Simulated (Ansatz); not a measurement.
Computed with frozen-core CCSD(T)/cc-pVDZ // B3LYP-D3(BJ)/def2-SVP (Ansatz, a first-principles code). The restricted HF reference is unstable towards unrestricted orbitals.

Ansatz 0.2 input:
```yaml
crystal:
  periodic: [false, false, false]
  atoms:
    - { symbol: B, position_ang: [-2.204925, -1.821752, 0.518636] }
    - { symbol: C, position_ang: [-1.42439, -0.521184, 0.221843] }
    - { symbol: C, position_ang: [-2.089947, 0.692968, 0.0732] }
    - { symbol: F, position_ang: [-3.419213, 0.746906, 0.18719] }
    - { symbol: C, position_ang: [-1.452085, 1.923094, -0.199304] }
    - { symbol: C, position_ang: [-0.083637, 1.94758, -0.330407] }
    - { symbol: C, position_ang: [0.682704, 0.758391, -0.195114] }
    - { symbol: C, position_ang: [2.094632, 0.748667, -0.323798] }
    - { symbol: C, position_ang: [2.776194, -0.438633, -0.180351] }
    - { symbol: C, position_ang: [2.025798, -1.609656, 0.092514] }
    - { symbol: N, position_ang: [0.71703, -1.635741, 0.217643] }
    - { symbol: C, position_ang: [0.015285, -0.482189, 0.081922] }
    - { symbol: H, position_ang: [-1.630437, -2.866505, 0.643676] }
    - { symbol: H, position_ang: [-3.403026, -1.781396, 0.624288] }
    - { symbol: H, position_ang: [-2.062029, 2.822166, -0.298704] }
    - { symbol: H, position_ang: [0.431744, 2.888364, -0.541167] }
    - { symbol: H, position_ang: [2.620242, 1.683975, -0.534763] }
    - { symbol: H, position_ang: [3.862761, -0.491252, -0.271503] }
    - { symbol: H, position_ang: [2.548063, -2.567559, 0.211077] }
basis:
  gaussian: { orbitals: cc-pVDZ }
correlation:
  method: ccsd_t
```

Output:

```
Functional definition: HF
1889 factors; integrals over basis functions are off by at most 1.0e-3 eV
mean field evaluation 1: about -14238.8235 eV, gradient 4.2e1 eV
mean field evaluation 2: about -14239.4060 eV, gradient 4.2e1 eV
mean field evaluation 4: about -14244.7551 eV, gradient 7.1e0 eV
mean field evaluation 8: about -14244.9010 eV, gradient 3.9e-1 eV
mean field evaluation 16: about -14244.9025 eV, gradient 1.6e-6 eV
mean field -14244.90248742 eV, -523.4905108712 hartree, gradient 1.6e-6 eV, S^2 0.000000; 0 other end points of the search recorded, 0 dependent functions left out; unrestricted orbitals would lower it
12 core orbitals not correlated
reference -14244.90248742 eV, -523.4905108712 hartree; 29, 29 occupied and 162, 162 virtual orbitals, 1889 factors
second order -42.90443856 eV of doubles, -0.00000000 eV of singles
cycle   1  -42.74222569 eV  change    1.6e-1 eV  update   1.7e-1
cycle   2  -44.00607944 eV  change    -1.3e0 eV  update   5.6e-2
cycle   3  -44.31081562 eV  change   -3.0e-1 eV  update   2.6e-2
cycle   4  -44.30842775 eV  change    2.4e-3 eV  update   8.1e-3
cycle   5  -44.30673389 eV  change    1.7e-3 eV  update   4.6e-3
cycle   6  -44.30905189 eV  change   -2.3e-3 eV  update   1.5e-3
cycle   7  -44.30856953 eV  change    4.8e-4 eV  update   7.3e-4
cycle   8  -44.30828583 eV  change    2.8e-4 eV  update   2.9e-4
cycle   9  -44.30834225 eV  change   -5.6e-5 eV  update   1.2e-4
cycle  10  -44.30841192 eV  change   -7.0e-5 eV  update   5.5e-5
perturbative correction -1.97042981 eV, -0.0724119600 hartree
Total energy: -14291.18132916 eV, -525.1912269360 hartree
```

Cost: very roughly 10 core-minutes.
